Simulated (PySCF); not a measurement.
From one molecule to another.

First species: C5H12F2Si2.
Atom-mapped SMILES: `[CH3:1][Si@@H:2]1[CH2:3][C@H:4]([CH:5]([F:6])[F:7])[CH2:8][SiH2:9]1` (hydrogens: H10, H11, H12 on C1; H13 on Si2; H14, H15 on C3; H16 on C4; H17 on C5; H18, H19 on C8; H20, H21 on Si9)

Cartesian coordinates in Å at the GFN2-xTB level; atoms count from 1:
```
atom  x, y, z in Å
C1     3.0707    0.1103   -0.3838
Si2    1.5333    0.0100    0.7306
C3     0.1657   -1.0328   -0.1290
C4    -1.2015   -0.5000    0.3016
C5    -2.3055   -1.2311   -0.4595
F6    -3.5373   -0.8692   -0.0145
F7    -2.2855   -0.9306   -1.7825
C8    -1.3101    1.0127    0.0900
Si9    0.1712    1.8769    0.9395
H10    2.8492    0.6048   -1.3251
H11    3.8624    0.6707    0.1029
H12    3.4618   -0.8767   -0.6130
H13    1.9185   -0.6875    1.9727
H14    0.2368   -2.0954    0.1047
H15    0.2468   -0.9432   -1.2141
H16   -1.3649   -0.7295    1.3614
H17   -2.2359   -2.3275   -0.3733
H18   -1.2919    1.2148   -0.9827
H19   -2.2744    1.3621    0.4586
H20   -0.2057    2.2627    2.3050
H21    0.4872    3.1154    0.2197
```

Second species: C₆H₆NPS.
Geometry (GFN2-xTB, Å), atoms numbered from 1 in this order:
```
atom  x, y, z in Å
C1    -2.203    0.229    0.752
C2    -1.462    0.446   -0.569
C3    -0.042   -0.005   -0.459
C4     0.424   -1.243   -0.773
P5     2.127   -1.603   -0.515
C6     2.446   -0.018    0.097
C7     3.699    0.415    0.523
N8     4.736    0.766    0.875
S9     1.119    1.100    0.180
H10   -3.235    0.558    0.660
H11   -2.198   -0.825    1.022
H12   -1.729    0.793    1.552
H13   -1.491    1.507   -0.829
H14   -1.958   -0.116   -1.363
H15   -0.237   -1.995   -1.174
```

Levels: PBE0/pcSseg-1 for HOMO energy, LUMO energy and HOMO–LUMO gap. Geometries: GFN2-xTB. Each structure is a single optimised conformer of the isolated species, non-relativistic unless stated; the electronic structure was computed with PySCF and density fitting.

The conformers computed, where there is a choice (atom-mapped SMILES and torsion angles):
- `[CH3:1][CH2:2][c:3]1[cH:4][p:5][c:6]([C:7]#[N:8])[s:9]1`: C1–C2–C3–C4 92°

The conformers of `C[Si@@H]1C[C@H](C(F)F)C[SiH2]1` aren't listed.

Values for the first species:

```
HOMO energy   : -7.80 eV
LUMO energy   : -0.05 eV
HOMO–LUMO gap : 7.75 eV
```

(1) Estimate the same properties for the second species, and the change in each.

Answers

(1) 
| property | first | second | second less first |
| --- | --- | --- | --- |
| HOMO energy | -7.80 eV | -7.31 eV | +0.49 eV |
| LUMO energy | -0.05 eV | -2.51 eV | -2.46 eV |
| HOMO–LUMO gap | 7.75 eV | 4.80 eV | -2.95 eV |

